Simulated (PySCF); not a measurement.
Gas-phase reaction: SnH3F + 2 SnF4 ⇌ 3 SnHF3

Computed with PySCF (xtb for GFN2) and rigid-rotor harmonic-oscillator thermochemistry at 1 bar. † marks an energy on the PBE0/def2-TZVP geometry and frequencies; other levels use their own. MP2 and CCSD(T) freeze the core. All species are closed-shell singlets. B3LYP is the form with VWN-RPA correlation. Sn: scalar-relativistic def2 core potential, no spin-orbit coupling. SnH3F, SnHF3: computed as isolated molecules; such fragments, hydroxides, amides, oligomers or adducts are transient or little studied in the gas. MP2 isn't extrapolated to the basis-set limit; its ΔH°(298 K) is -59.8 kJ in def2-SVP and -65.6 kJ in def2-TZVPP. CCSD(T) isn't extrapolated to the basis-set limit; its ΔH°(298 K) is -61.6 kJ in def2-SVP and -63.3 kJ in def2-TZVPP. The harmonic model lacks anharmonicity and excited electronic states, which grow with temperature; levels with a mode under 35 cm⁻¹ are left out.

ΔH° and ΔS° at 298 K: B3LYP/def2-TZVP† -73 kJ, 24 J/K; BLYP/def2-TZVP† -73 kJ, 24 J/K; CCSD(T)/def2-TZVPP† -63 kJ, 24 J/K; GFN2-xTB -103 kJ, 13 J/K; HF/def2-TZVP† -66 kJ, 24 J/K; MP2/def2-SVP† -60 kJ, 24 J/K.

With the heat capacities included, give log10 K (1 bar) at 500, 1000, 1200, 1400, 1600 K from B3LYP/def2-TZVP†, BLYP/def2-TZVP†, CCSD(T)/def2-TZVPP†, GFN2-xTB, HF/def2-TZVP†, MP2/def2-SVP†.


| T (K) | B3LYP/def2-TZVP† | BLYP/def2-TZVP† | CCSD(T)/def2-TZVPP† | GFN2-xTB | HF/def2-TZVP† | MP2/def2-SVP† |
|---|---|---|---|---|---|---|
| 500 | 8.9 | 8.9 | 7.9 | 11.5 | 8.2 | 7.5 |
| 1000 | 5.1 | 5.1 | 4.6 | 6.2 | 4.7 | 4.4 |
| 1200 | 4.5 | 4.5 | 4.0 | 5.3 | 4.2 | 3.9 |
| 1400 | 4.0 | 4.0 | 3.7 | 4.7 | 3.8 | 3.5 |
| 1600 | 3.7 | 3.7 | 3.4 | 4.2 | 3.5 | 3.2 |
